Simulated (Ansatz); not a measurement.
GeSi2H9O, doublet: at a first-order saddle point.

Input (in.yaml):

```yaml
crystal:
  periodic: [false, false, false]
  atoms:
    - {symbol: H, position_ang: [-0.155651, -0.078546, -1.373446]}
    - {symbol: Si, position_ang: [0.763991, -1.580484, -0.720105]}
    - {symbol: O, position_ang: [0.966258, -1.046033, 0.813660]}
    - {symbol: Si, position_ang: [0.449361, -0.086631, 2.031892]}
    - {symbol: Ge, position_ang: [-1.032956, 1.395865, -1.470234]}
    - {symbol: H, position_ang: [-0.117138, -2.783476, -0.713562]}
    - {symbol: H, position_ang: [2.106624, -1.920717, -1.270209]}
    - {symbol: H, position_ang: [1.269423, -0.379551, 3.232147]}
    - {symbol: H, position_ang: [-0.983498, -0.349684, 2.327264]}
    - {symbol: H, position_ang: [0.610153, 1.342881, 1.654669]}
    - {symbol: H, position_ang: [-1.859836, 1.387277, -2.768955]}
    - {symbol: H, position_ang: [-0.042709, 2.573853, -1.485596]}
    - {symbol: H, position_ang: [-1.973921, 1.525145, -0.257526]}
basis:
  gaussian: {orbitals: 6-31G}
magnetization: {spin_polarized: true, initial_magnetization: 1}
hamiltonian: {xc: {name: B3LYP}, dispersion: d4}
```

Run by:

```bash
ansatz run in.yaml --threads 4 --pin off --events-out ev --progress --plain --max-ram 66560MiB --backend cpu
```

Output of Ansatz 0.2.0:

```
Functional definition: B3LYP
  name "B3LYP"
  cite "Stephens, Devlin, Chabalowski & Frisch, J. Phys. Chem. 98, 11623 (1994) doi:10.1021/j100096a001"
  cite "Becke, Phys. Rev. A 38, 3098 (1988) doi:10.1103/PhysRevA.38.3098"
  cite "Lee, Yang & Parr, Phys. Rev. B 37, 785 (1988) doi:10.1103/PhysRevB.37.785"
  cite "Vosko, Wilk & Nusair, Can. J. Phys. 58, 1200 (1980) doi:10.1139/p80-159"
  parameter a0 = 0.2
  parameter ax = 0.72
  parameter ac = 0.81
  exchange = (1 - a0 - ax)*slater_x + ax*b88_x + a0*exact_x
  correlation = (1 - ac)*vwn_rpa_c + ac*lyp_c
893 factors; integrals over basis functions are off by at most 4.6e-4 eV
mean field evaluation 1: about -74450.1994 eV, gradient 3.8e1 eV
mean field evaluation 2: about -74425.9228 eV, gradient 8.5e1 eV
mean field evaluation 4: about -74455.2968 eV, gradient 1.8e0 eV
mean field evaluation 8: about -74455.4067 eV, gradient 1.1e-1 eV
mean field evaluation 16: about -74455.4068 eV, gradient 7.1e-5 eV
mean field -74455.40684507 eV, -2736.1857338688 hartree, gradient 7.1e-5 eV, S^2 0.753197; 0 other end points of the search recorded, 0 dependent functions left out
reference -74455.40717134 eV, -2736.1857458590 hartree; 39, 38 occupied and 43, 44 virtual orbitals, 893 factors
Total energy: -74455.89448614 eV, -2736.2036543478 hartree
```

The lines “mean field evaluation” count trial sets of orbitals through the whole run, from several starts and some on an approximate energy, so they need not fall steadily or lie above the final value.

The run took 2 s on 4 CPU threads of an AMD EPYC 7R13 (shared host), with 0.65 GiB of host memory at its peak.
